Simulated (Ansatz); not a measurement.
Ansatz (a program for electronic structure) job for C4H3N2, SMILES [c]1nccnc1, multiplicity 2, CAM-B3LYP/def2-SVPD. Geometry: r2SCAN-D4/def2-SVP. The isomer is the one that the SMILES or the coordinates give; other isomers of the formula were not compared.

Ansatz 0.2 input:
```yaml
crystal:
  periodic: [false, false, false]
  atoms:
    - {symbol: C, position_ang: [1.31218442, 0.38745379, 0.00000000]}
    - {symbol: N, position_ang: [1.09573903, -0.88381357, 0.00000000]}
    - {symbol: C, position_ang: [-0.17607784, -1.31568390, 0.00000000]}
    - {symbol: C, position_ang: [-1.21254407, -0.37642227, 0.00000000]}
    - {symbol: N, position_ang: [-0.97692197, 0.93910599, 0.00000000]}
    - {symbol: C, position_ang: [0.29419055, 1.35104212, 0.00000000]}
    - {symbol: H, position_ang: [-0.36464572, -2.39539493, 0.00000000]}
    - {symbol: H, position_ang: [-2.26087764, -0.69892532, 0.00000000]}
    - {symbol: H, position_ang: [0.48728556, 2.42893487, 0.00000000]}
basis:
  gaussian:
    orbitals: def2-SVPD
hamiltonian:
  xc: {name: CAM-B3LYP}
magnetization: {spin_polarized: true, initial_magnetization: 1}
```

It prints:

```
WARN ansatz: RAYON_NUM_THREADS=1 ignored (pool sized by the plan → 1); use --threads N
Functional definition: CAM-B3LYP
integrals: 0.08 GiB planned
1218 factors; their error is unknown
integrals: 0.11 GiB planned
446 factors; integrals over basis functions are off by at most 1.3e-5 eV
mean field: 1.03 GiB planned
mean field evaluation 1: about -7162.6556 eV, gradient 2.3e1 eV
mean field evaluation 2: about -7163.4578 eV, gradient 2.1e1 eV
mean field evaluation 4: about -7165.3881 eV, gradient 1.4e0 eV
mean field evaluation 8: about -7165.4077 eV, gradient 1.4e-1 eV
mean field evaluation 16: about -7165.3567 eV, gradient 4.8e-3 eV
mean field -7165.35666245 eV, -263.3220004920 hartree, gradient 1.8e-5 eV, S^2 0.757295; 0 other end points of the search recorded, 0 dependent functions left out
reference -7165.35678654 eV, -263.3220050521 hartree; 21, 20 occupied and 123, 124 virtual orbitals, 1218 factors
Total energy: -7165.35678654 eV, -263.3220050521 hartree
```

The run converged.

Cost: roughly 8 core-seconds.
